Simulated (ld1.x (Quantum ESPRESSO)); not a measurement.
How hard is this C PAW potential?

ld1.x (Quantum ESPRESSO) 7.5 input, shortened:

```
&input
   title='C', zed=6., rel=0, dft='PBE', iswitch=3,
   config='[He] 2s2 2p2 3d-2'
 /
 &inputp
   pseudotype=3, lpaw=.true., tm=.true., lloc=-1, rcloc=1.80,
   nlcc=.true., new_core_ps=.true., rcore=0.85,
   which_augfun='PSQ', rmatch_augfun=0.70
 /
6
2S  1  0   2.00   0.00  0.65  0.90  0.0
2S  1  0   0.00  -0.20  0.65  0.90  0.0
2P  2  1   2.00   0.00  1.80  2.30  0.0
2P  2  1   0.00   1.25  1.80  2.30  0.0
3D  3  2  -2.00   0.30  1.80  2.05  0.0
3D  3  2  -2.00   2.40  1.80  2.05  0.0
 &test
   configts(1)='2s2 2p2'
 /
```

The pseudo-atom Hamiltonian at the reference potential is diagonalised in spherical Bessel functions j_l(qr) that vanish at 20 bohr, with q² up to the cutoff. All-electron valence levels (Ry): 2s -1.0098, 2p -0.3887.

Q: How do the lowest levels (Ry) of each channel move with the cutoff, and are there ghosts?

A:

```json
{"cutoff (Ry)": "8", "s #1": "-0.8575", "s #2": "-0.0079", "p #1": "-0.3758", "d #1": "0.0727", "d #2": "0.1712", "f #1": "0.1172", "Σ f·Δε (mRy)": "330.5"}
{"cutoff (Ry)": "15", "s #1": "-0.9113", "s #2": "-0.0101", "p #1": "-0.3886", "d #1": "0.0727", "d #2": "0.1711", "f #1": "0.1172", "Σ f·Δε (mRy)": "197.4"}
{"cutoff (Ry)": "25", "s #1": "-0.9758", "s #2": "-0.0129", "p #1": "-0.3887", "d #1": "0.0727", "d #2": "0.1711", "f #1": "0.1172", "Σ f·Δε (mRy)": "68.0"}
{"cutoff (Ry)": "35", "s #1": "-1.0016", "s #2": "-0.0140", "p #1": "-0.3887", "d #1": "0.0727", "d #2": "0.1711", "f #1": "0.1172", "Σ f·Δε (mRy)": "16.5"}
{"cutoff (Ry)": "50", "s #1": "-1.0093", "s #2": "-0.0143", "p #1": "-0.3887", "d #1": "0.0727", "d #2": "0.1711", "f #1": "0.1172", "Σ f·Δε (mRy)": "1.0"}
{"cutoff (Ry)": "70", "s #1": "-1.0096", "s #2": "-0.0143", "p #1": "-0.3887", "d #1": "0.0727", "d #2": "0.1711", "f #1": "0.1172", "Σ f·Δε (mRy)": "0.4"}
{"cutoff (Ry)": "400", "s #1": "-1.0098", "s #2": "-0.0143", "p #1": "-0.3887", "d #1": "0.0727", "d #2": "0.1711", "f #1": "0.1172", "Σ f·Δε (mRy)": "0.0"}
```

Result: no extra level below or beside the all-electron valence levels (s, p, d, f tested); 10 mRy is reached at 40 Ry and 1 mRy at 55 Ry.
